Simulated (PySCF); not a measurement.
**Radial density of Gd⁴⁹⁺ (gadolinium, charge +49)**

BLYP, [Ne] 3s2 3p3, high-spin 4S determinant. Calculation: PySCF 2.14, in an even-tempered Gaussian basis (17 s from 11 bohr⁻², ratio 2.5; 12 p from 15 bohr⁻², ratio 2.5; 4 d from 58 bohr⁻², ratio 2.7; 4 f from 87 bohr⁻², ratio 2.7); the spin-free X2C one-electron Hamiltonian (Gaussian nucleus).

```json
{"r (bohr)": "0.0162", "4πr²ρ (e/bohr)": "85.30", "4πr²(ρα − ρβ)": "1.1484"}
{"r (bohr)": "0.0273", "4πr²ρ (e/bohr)": "72.00", "4πr²(ρα − ρβ)": "3.7110"}
{"r (bohr)": "0.0459", "4πr²ρ (e/bohr)": "87.59", "4πr²(ρα − ρβ)": "6.5856"}
{"r (bohr)": "0.0772", "4πr²ρ (e/bohr)": "94.67", "4πr²(ρα − ρβ)": "2.1113"}
{"r (bohr)": "0.130", "4πr²ρ (e/bohr)": "36.93", "4πr²(ρα − ρβ)": "4.5572"}
{"r (bohr)": "0.218", "4πr²ρ (e/bohr)": "30.06", "4πr²(ρα − ρβ)": "16.8700"}
{"r (bohr)": "0.367", "4πr²ρ (e/bohr)": "4.293", "4πr²(ρα − ρβ)": "2.5552"}
{"r (bohr)": "0.618", "4πr²ρ (e/bohr)": "0.01875", "4πr²(ρα − ρβ)": "0.0084"}
```

Densities and radii are taken from the X2C orbitals without a picture-change correction, which distorts them close to the nucleus.

Spin-orbit coupling, which splits the p, d and f shells strongly at this Z, is absent. Spin-orbit coupling is strong in this species (close to jj coupling), so the high-spin LS determinant is a model state, not a physical level.
